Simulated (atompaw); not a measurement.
**Logarithmic derivatives: sulfur (S), PAW (atompaw)**

atompaw 4.2.0.5 input, output lines left out:

```
S 16
GGA-PBE loggrid 1500 logderivrange -5 5 251
3 3 0 0 0 0
3 1 2
0 0 0
c
c
v
c
v
2
1.65 1.35 1.55 1.30
y
-1.05
n
y
-1.65
n
y
0.05
y
1.05
n
custom polynom gramschmidtortho gaussian
3 -0.5 ultrasoft
1.65
1.65
1.65
1.65
1.60
1.65
```

The phase is arctan(r·u′/u) with u = r·R(r), unwrapped; energies in Ry, scanned from -5 to 5 Ry. A pole is an energy at which the radial function vanishes at the test radius. The pseudo phase is shifted by a multiple of π to meet the all-electron one at the reference energy, and phase errors are pseudo minus all-electron; the curves can meet again beyond the range given. Levels narrower than the energy grid can be missing from the lists of poles.

```json
{"channel": "s", "radius (bohr)": "1.66", "reference energy (Ry)": "-2.89", "poles, all-electron": "0.81", "poles, pseudo": "0.81", "unbroken range about the reference energy with phases within 0.05 rad": "the whole range", "phase error 1 Ry above the reference energy (rad)": "-0.000"}
{"channel": "p", "radius (bohr)": "1.66", "reference energy (Ry)": "-2.06", "poles, all-electron": "1.94", "poles, pseudo": "1.92", "unbroken range about the reference energy with phases within 0.05 rad": "the whole range", "phase error 1 Ry above the reference energy (rad)": "+0.000"}
{"channel": "d", "radius (bohr)": "1.66", "reference energy (Ry)": "0.05", "poles, all-electron": "2.68", "poles, pseudo": "2.68", "unbroken range about the reference energy with phases within 0.05 rad": "the whole range", "phase error 1 Ry above the reference energy (rad)": "+0.000"}
```

Phases in the d channel:

| E (Ry) | all-electron | pseudo |
| --- | --- | --- |
| -5.00 | 1.245 | 1.246 |
| -4.76 | 1.233 | 1.234 |
| -4.52 | 1.220 | 1.222 |
| -4.28 | 1.206 | 1.207 |
| -4.04 | 1.190 | 1.191 |
| -3.80 | 1.172 | 1.173 |
| -3.56 | 1.151 | 1.152 |
| -3.32 | 1.127 | 1.128 |
| -3.08 | 1.099 | 1.100 |
| -2.84 | 1.066 | 1.066 |
| -2.60 | 1.026 | 1.026 |
| -2.36 | 0.977 | 0.977 |
| -2.12 | 0.916 | 0.916 |
| -1.88 | 0.838 | 0.838 |
| -1.64 | 0.736 | 0.737 |
| -1.40 | 0.601 | 0.601 |
| -1.16 | 0.419 | 0.420 |
| -0.92 | 0.181 | 0.182 |
| -0.68 | -0.106 | -0.105 |
| -0.44 | -0.405 | -0.405 |
| -0.20 | -0.670 | -0.670 |
| 0.04 | -0.880 | -0.880 |
| 0.28 | -1.037 | -1.037 |
| 0.52 | -1.155 | -1.155 |
| 0.76 | -1.246 | -1.246 |
| 1.00 | -1.316 | -1.316 |
| 1.24 | -1.372 | -1.372 |
| 1.48 | -1.419 | -1.419 |
| 1.72 | -1.458 | -1.458 |
| 1.96 | -1.491 | -1.491 |
| 2.20 | -1.521 | -1.520 |
| 2.44 | -1.547 | -1.547 |
| 2.68 | -1.571 | -1.570 |
| 2.92 | -1.593 | -1.592 |
| 3.16 | -1.613 | -1.613 |
| 3.40 | -1.633 | -1.632 |
| 3.64 | -1.652 | -1.651 |
| 3.88 | -1.671 | -1.669 |
| 4.12 | -1.690 | -1.687 |
| 4.36 | -1.708 | -1.706 |
| 4.60 | -1.728 | -1.724 |
| 4.84 | -1.748 | -1.743 |
